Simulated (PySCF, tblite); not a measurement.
One entry of a table of gas-phase calculations, keyed by method. Lists by class give the value and the number of equivalent atoms.

```json
{
 "formula": "C5H13N3Si2",
 "smiles": "C[Si](C)(C)n1nncc1[SiH3]",
 "charge": 0,
 "multiplicity": 1,
 "geometry_level": "GFN2-xTB",
 "electronic_structure_code": "PySCF",
 "results": {
  "GFN2-xTB geometry": {
   "point_group": "C1",
   "rotational_constants_GHz": [1.224, 0.864, 0.614]
  },
  "PBE0/pcSseg-1 ground state and GIAO shieldings, non-relativistic": {
   "dipole_D": 4.16,
   "homo_eV": -7.51,
   "lumo_eV": -0.52,
   "shift_vs_computed_TMS_C_by_class_ppm": [
    [149.2, 1],
    [132.2, 1],
    [1.0, 3]
   ],
   "shift_vs_computed_TMS_H_by_class_ppm": [
    [8.05, 1],
    [4.64, 3],
    [0.6, 9]
   ],
   "shielding_other_nuclei_by_class_ppm": [
    ["N", -161.3, 1],
    ["N", -123.5, 1],
    ["N", -16.8, 1],
    ["Si", 332.6, 1],
    ["Si", 436.3, 1]
   ]
  },
  "GFN2-xTB harmonic vibrations, gas phase": {
   "strongest_ir_bands_cm-1_km_per_mol_modes": [
    [792.1, 405.4, 1],
    [859.6, 490.5, 2],
    [871.9, 282.7, 1],
    [2234.3, 331.6, 1],
    [2245.2, 256.4, 1],
    [2277.3, 293.9, 1]
   ],
   "zpe_kcal_per_mol": 108.2
  }
 }
}
```

The dipole matches unit charges of opposite sign 0.87 Å apart (1 e·Å = 4.8032 D). The rotational constants make it an asymmetric top with κ = (2B − A − C)/(A − C) = -0.18, nearer the prolate limit (−1). With B = h/(8π²I), that is 505.379 GHz u Å² over I, the principal moments of inertia are 412.9, 584.7 and 823.1 u Å² (most abundant isotopes). The zero-point energy, half the sum of the 63 harmonic wavenumbers, equals 37860 cm⁻¹ or 453 kJ/mol.

 NMR classes are plain means over equivalent atoms (diastereotopic ones count apart unless rotation or inversion swaps them), as if these changed places fast; in this geometry the members of some classes differ.

For the vibration job (GFN2-xTB), hardware: one thread, Arm Neoverse V1 (aarch64), shared host with 64 logical CPUs at a one-minute load of 18. Cost: 1.4 s of wall time.

Conformer computed: `[CH3:1][Si:2]([CH3:3])([CH3:4])[n:5]1[n:6][n:7][cH:8][c:9]1[SiH3:10]`: C1–Si2–N5–N6 103°.
